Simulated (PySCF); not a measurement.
## Calculated data, AlBH4

Calculation on a computer-drawn molecule: vertical ionisation energy to the stated ion spin, frozen-core CCSD(T) at the basis limit and cheaper methods, single-reference cases, UHF for radicals, no spin-orbit; all values are single points at the evaluated structure, the first of each entry, which is the reference or a displaced copy of it and isn't optimised; the reference structure only sets the zero of the energies above reference; triples share is (T) over the correlation energy. Program: PySCF 2.14.0.

```json
{"formula": "AlBH4", "evaluated_structure": {"atoms_angstrom": [["B", 0.165, 1.7171, 1.6895], ["Al", 0.1123, 2.397, -0.2029], ["H", -0.7993, 1.0309, 2.135], ["H", 1.171, 1.7848, 2.3558], ["H", 0.5274, 1.5424, -1.4669], ["H", -0.4122, 3.8604, -0.5465]]}, "reference_structure": {"atoms_angstrom": [["B", 0.1652, 1.6823, 1.6614], ["Al", 0.1286, 2.4493, -0.3451], ["H", -0.7665, 1.0948, 2.1502], ["H", 1.119, 1.8054, 2.3875], ["H", 0.6164, 1.5641, -1.5695], ["H", -0.387, 3.9194, -0.6508]]}, "given": {"charge": 0, "multiplicity": 1, "ion_multiplicity": 2, "diffuse_functions": "no", "basis": "cc-pV(n+d)Z", "reference_is": "the Hartree-Fock double-zeta minimum", "best_is": "HF at quadruple zeta + MP2 correlation extrapolated from triple and quadruple zeta + CCSD(T) minus MP2 at triple zeta", "basis_step_is": "the size of the change from the same recipe one zeta lower", "drawn_bonds_atom": [1, 1, 1, 2, 2], "drawn_bonds_other_atom": [2, 3, 4, 5, 6], "drawn_bonds_order": [1, 1, 1, 1, 1]}, "results": {"ionisation_energy_best [eV]": 10.16, "ionisation_energy_basis_step [eV]": 0.02545, "energy_above_reference_best [kcal/mol]": 3.641, "energy_above_reference_basis_step [kcal/mol]": 0.2143, "triple_zeta_method": ["HF", "PBE", "r2SCAN", "B3LYP", "wB97X", "MP2", "CCSD", "CCSD(T)"], "triple_zeta_ionisation_energy [eV]": [9.241, 9.68, 9.758, 9.904, 10.02, 10.05, 10.05, 10.06], "triple_zeta_energy_above_reference [kcal/mol]": [4.871, 2.916, 3.104, 3.363, 3.461, 4.136, 3.925, 3.841], "ionisation_energy_Koopmans_at_triple_zeta [eV]": 10.45, "ionisation_energy_EOM_CCSD_at_triple_zeta [eV]": 10.15, "total_energy_HF_triple_zeta [hartree]": -268.8795, "total_energy_CCSD(T)_triple_zeta [hartree]": -269.1076, "total_energy_best [hartree]": -269.1330, "T1_diagnostic_at_triple_zeta": 0.01123, "D1_diagnostic_at_triple_zeta": 0.02366, "ion_T1_diagnostic_at_triple_zeta": 0.02376, "ion_D1_diagnostic_at_triple_zeta": 0.07337, "ion_spin_squared_at_triple_zeta": 0.7705, "triples_share_at_triple_zeta": 0.0245, "basis_functions_triple_zeta": 125, "dipole_magnitude_HF_at_triple_zeta [debye]": 0.7265, "dipole_magnitude_CCSD_unrelaxed_at_triple_zeta [debye]": 0.6256, "dipole_magnitude_PBE_at_triple_zeta [debye]": 0.4794, "dipole_magnitude_r2SCAN_at_triple_zeta [debye]": 0.5453, "dipole_magnitude_B3LYP_at_triple_zeta [debye]": 0.5861, "dipole_magnitude_wB97X_at_triple_zeta [debye]": 0.6907}}
```
